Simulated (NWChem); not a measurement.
System meant: CH5MgNS; SMILES [S]([Mg][NH2])C

The following NWChem deck was run.

```
start job
memory heap 200 mb stack 900 mb global 1100 mb
geometry units angstroms noautoz
  Mg     0.012990    -1.111544    -0.088595
  N     -0.303915    -2.970564    -0.224931
  H     -0.410900    -3.619038     0.547888
  H     -0.389296    -3.501301    -1.085335
  S      0.374275     1.163106     0.063570
  C     -1.343152     1.870093     0.088919
  H     -1.894485     1.633669    -0.824602
  H     -1.238166     2.955848     0.154765
  H     -1.911581     1.527144     0.957044
end
basis spherical
  * library def2-svp
end
dft
  xc xpbe96 cpbe96
  iterations 4
  mulliken
end
task dft energy
```

End of the output:

```
    Atom       Charge   Shell Charges
 -----------   ------   -------------------------------------------------------
    1 Mg  12    12.07   2.00  1.94  0.47  0.15  5.83  0.65  0.46  0.57
    2 N    7     7.22   1.97  0.71  0.45  2.22  1.86  0.02
    3 H    1     0.92   0.59  0.20  0.13
    4 H    1     0.92   0.59  0.20  0.13
    5 S   16    15.82   2.00  1.95  0.95  0.61  5.81  1.89  2.57  0.05
    6 C    6     6.15   1.96  0.60  0.33  1.87  1.32  0.07
    7 H    1     0.97   0.64  0.26  0.07
    8 H    1     0.97   0.64  0.26  0.07
    9 H    1     0.97   0.64  0.26  0.07

 center of mass
 --------------
 x =   0.10267867 y =   0.00350481 z =   0.00022266

 moments of inertia (a.u.)
 ------------------
        1005.421245836628          -0.000000000000          -0.000000000000
          -0.000000000000         130.996245781591           0.000000000000
          -0.000000000000           0.000000000000        1115.295257838751

     Multipole analysis of the density
     ---------------------------------

     L   x y z        total         alpha         beta         nuclear
     -   - - -        -----         -----         ----         -------
     0   0 0 0     -0.000000    -23.000000    -23.000000     46.000000

     1   1 0 0     -0.522372     -0.261186     -0.261186      0.000000
     1   0 1 0     -0.457137     -0.228568     -0.228568      0.000000
     1   0 0 1      0.007447      0.003723      0.003723     -0.000000

     2   2 0 0    -28.045893    -49.802902    -49.802902     71.559911
     2   1 1 0     -2.570166      3.949399      3.949399    -10.468965
     2   1 0 1      0.006567     -0.000712     -0.000712      0.007992
     2   0 2 0    -27.760873   -297.851293   -297.851293    567.941713
     2   0 1 1     -0.014910     -0.038425     -0.038425      0.061940
     2   0 0 2    -26.153392    -18.315728    -18.315728     10.478065

 ------------------------------------------------------------------------
 dft energy failed                                                                                  0
 ------------------------------------------------------------------------
 ------------------------------------------------------------------------
  current input line :
    22: task dft energy
 ------------------------------------------------------------------------
 ------------------------------------------------------------------------
 This type of error is most commonly associated with calculations not reaching convergence criteria
 ------------------------------------------------------------------------
 For more information see the NWChem manual at https://nwchemgit.github.io

0:dft energy failed:Received an Error in Communication
```

Question: Find the fault in this run and fix the input.

Answer: The run did not converge; its last values are not results. Cause: the SCF was allowed too few iterations. This input runs:
```
start job
memory heap 200 mb stack 900 mb global 1100 mb
geometry units angstroms noautoz
  Mg     0.012990    -1.111544    -0.088595
  N     -0.303915    -2.970564    -0.224931
  H     -0.410900    -3.619038     0.547888
  H     -0.389296    -3.501301    -1.085335
  S      0.374275     1.163106     0.063570
  C     -1.343152     1.870093     0.088919
  H     -1.894485     1.633669    -0.824602
  H     -1.238166     2.955848     0.154765
  H     -1.911581     1.527144     0.957044
end
basis spherical
  * library def2-svp
end
dft
  xc xpbe96 cpbe96
  iterations 150
  mulliken
end
task dft energy
```
It converges to -693.49645 Ha (PBE/def2-SVP).
